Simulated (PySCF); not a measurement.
Geometry:
| atom | x (Å) | y (Å) | z (Å) |
| --- | --- | --- | --- |
| C1 | -3.568 | -0.625 | 0.250 |
| N2 | -2.164 | -0.722 | -0.062 |
| Si3 | -1.015 | 0.415 | 0.517 |
| C4 | 0.679 | -0.141 | -0.128 |
| C5 | 1.810 | 0.669 | 0.500 |
| Si6 | 3.527 | 0.139 | -0.118 |
| H7 | -4.033 | -1.613 | 0.217 |
| H8 | -3.672 | -0.223 | 1.254 |
| H9 | -4.107 | 0.035 | -0.439 |
| H10 | -2.014 | -1.145 | -0.966 |
| H11 | -1.247 | 1.817 | 0.112 |
| H12 | -1.088 | 0.347 | 1.982 |
| H13 | 0.729 | -0.037 | -1.214 |
| H14 | 0.833 | -1.199 | 0.088 |
| H15 | 1.760 | 0.568 | 1.586 |
| H16 | 1.651 | 1.729 | 0.291 |
| H17 | 3.615 | 0.358 | -1.564 |
| H18 | 4.564 | 0.923 | 0.557 |
| H19 | 3.730 | -1.285 | 0.160 |

Geometry: GFN2-xTB; GIAO shifts from PySCF, gas phase, non-relativistic, averaged over equivalent atoms.

At PBE0/STO-3G (51 basis functions, 4.9 s wall time on 1 thread of an Arm Neoverse V1, shared host):
| atoms | δ (ppm) |
| --- | --- |
| C1 | 35.4 |
| C4 | 10.6 |
| C5 | 8.6 |
| N2 | -42.6 |
| Si3 | -45.7 |
| Si6 | -78.4 |
| H11/H12 | 2.18 |
| H17/H18/H19 | 1.66 |
| H7/H8/H9 | 1.28 |
| H13/H14 | 0.25 |
| H15/H16 | 0.13 |
| H10 | -2.67 |

Scale: TMS for $^{13}$C (236.17 ppm), $^{29}$Si (508.68 ppm), $^{1}$H (33.02 ppm); NH3 for $^{15}$N (296.44 ppm) (reference shieldings calculated alike).

Estimate the result of repeating the calculation with revPBE/IGLO-II.

Results:


```tsv
atoms	δ at revPBE/IGLO-II	change
C1	33.6	-1.8
C4	12.3	+1.7
C5	5.1	-3.5
N2	21.1	+63.7
Si3	-30.5	+15.2
Si6	-68.7	+9.7
H11/H12	5.19	+3.01
H17/H18/H19	4.23	+2.57
H7/H8/H9	2.83	+1.55
H13/H14	0.90	+0.65
H15/H16	0.84	+0.71
H10	-0.41	+2.26
```

Scale: $^{13}$C (185.04 ppm) and $^{29}$Si (338.98 ppm) and $^{1}$H (32.16 ppm) against TMS; NH3 for $^{15}$N (265.20 ppm) (reference shieldings calculated alike).

The largest change is at N2 (nitrogen bonded to C, Si, H). Cost: 236 basis functions, 43 s wall time on 1 thread of an Arm Neoverse V1, shared host. The order of the carbon signals is the same at both levels.

Experimental scales use liquid or dissolved standards, which lie at an offset from isolated NH3 (liquid NH3: subtract about 20 ppm).
